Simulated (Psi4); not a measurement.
Cl$_{3}$In (SMILES [Cl][In]([Cl])[Cl]), singlet, at a GFN2-xTB geometry (such geometries of metal compounds can be far from the true shape) (core potentials on In); CAM-B3LYP/def2-SVP in Psi4.

Input for Psi4:
```
memory 2 GB

molecule mol {
0 1
  In   -0.000000   -0.000000    0.000000
  Cl    2.244496   -0.203900   -0.440003
  Cl   -0.903256   -1.011513    1.853081
  Cl   -1.341240    1.215412   -1.413078
}

set basis def2-svp
set reference rks
set dft_radial_scheme mura

energy('cam-b3lyp')
print_variables()
```

The log (banner, timings and long lists left out):

```
   => Loading Basis Set <=

    Name: DEF2-SVP
    Role: ORBITAL
    Keyword: BASIS

    !!!  WARNING: ECP capability is in beta. Please check occupations closely.  !!!

         ---------------------------------------------------------
                                   SCF
               by Justin Turney, Rob Parrish, Andy Simmonett
                          and Daniel G. A. Smith
                              RKS Reference
         ---------------------------------------------------------

  ==> Geometry <==

    Molecular point group: c1
    Full point group: C1

    Geometry (in Angstrom), charge = 0, multiplicity = 1:

       Center              X                  Y                   Z               Mass
    ------------   -----------------  -----------------  -----------------  -----------------
         IN           0.000000000000     0.000000159086     0.000000000000   114.903878776000
         CL           2.244496000000    -0.203899840914    -0.440003000000    34.968852682000
         CL          -0.903256000000    -1.011512840914     1.853081000000    34.968852682000
         CL          -1.341240000000     1.215412159086    -1.413078000000    34.968852682000

  Running in c1 symmetry.

  Rotational constants: A =      0.06095  B =      0.06095  C =      0.03047 [cm^-1]
  Rotational constants: A =   1827.22433  B =   1827.22319  C =    913.61188 [MHz]
  Nuclear repulsion =  362.164959569123653

  Charge       = 0
  Multiplicity = 1
  Electrons    = 72
  Nalpha       = 36
  Nbeta        = 36

  ==> Algorithm <==

  SCF Algorithm Type is DF.
  DIIS enabled.
  MOM disabled.
  Fractional occupation disabled.
  Guess Type is SAD.
  Energy threshold   = 1.00e-06
  Density threshold  = 1.00e-06
  Integral threshold = 1.00e-12

  ==> Primary Basis <==

  Basis Set: DEF2-SVP
    Blend: DEF2-SVP
    Number of shells: 34
    Number of basis functions: 80
    Number of Cartesian functions: 85
    Spherical Harmonics?: true
    Max angular momentum: 2

  Core potential: DEF2-SVP
    Number of shells: 4
    Number of ECP primitives: 18
    Number of ECP core electrons: 28
    Max angular momentum: 3

  ==> DFT Potential <==

   => LibXC <=

    Version 7.1.2
    S. Lehtola, C. Steigemann, M. J. T. Oliveira, and M. A. L. Marques,  SoftwareX 7, 1–5 (2018) (10.1016/j.softx.2017.11.002)

   => Composite Functional: CAM-B3LYP <=

    CAM-B3LYP Hyb-GGA Exchange-Correlation Functional

[...]
   @DF-RKS iter   2: -1570.41900603246677   -4.00816e-02   3.46760e-03 ADIIS/DIIS
   @DF-RKS iter   3: -1570.45639288754478   -3.73869e-02   5.78733e-04 ADIIS/DIIS
   @DF-RKS iter   4: -1570.45738784545301   -9.94958e-04   9.30075e-05 DIIS
   @DF-RKS iter   5: -1570.45742827219055   -4.04267e-05   1.58464e-05 DIIS
   @DF-RKS iter   6: -1570.45742959802487   -1.32583e-06   3.11014e-06 DIIS
   @DF-RKS iter   7: -1570.45742965000568   -5.19808e-08   9.77769e-07 DIIS
  Energy and wave function converged.

  ==> Post-Iterations <==

   Electrons on quadrature grid:
      Ntotal   =   72.0000115420 ; deviation = 1.154e-05

    Orbital Energies [Eh]
    ---------------------

    Doubly Occupied:

[...]
    Virtual:

[...]
    Final Occupation by Irrep:
              A
    DOCC [    36 ]
    NA   [    36 ]
    NB   [    36 ]

  @DF-RKS Final Energy: -1570.45742965000568

   => Energetics <=

    Nuclear Repulsion Energy =            362.1649595691236527
    One-Electron Energy =               -2963.0564085720598086
    Two-Electron Energy =                1107.5267714886315389
    DFT Exchange-Correlation Energy =     -77.0927521357011045
    Empirical Dispersion Energy =           0.0000000000000000
    VV10 Nonlocal Energy =                  0.0000000000000000
    Total Energy =                      -1570.4574296500056789

Computation Completed

Properties will be evaluated at   0.000000,   0.000000,   0.000000 [a0]

Properties computed using the SCF density matrix

 Multipole Moments:

 ------------------------------------------------------------------------------------
     Multipole            Electronic (a.u.)      Nuclear  (a.u.)        Total (a.u.)
 ------------------------------------------------------------------------------------

 L = 1.  Multiply by 2.5417464519 to convert [e a0] to [Debye]
 Dipole X            :          0.0001402            0.0000000            0.0001402
 Dipole Y            :         -0.0000246           -0.0000105           -0.0000351
 Dipole Z            :          0.0000079            0.0000000            0.0000079
 Magnitude           :                                                    0.0001448

 ------------------------------------------------------------------------------------

  Variable Map:
  ----------------------------------------------------------------------------
[...]
  Array Variable Map:
  ----------------------------------------------------------------------------
[...]
[...]
```
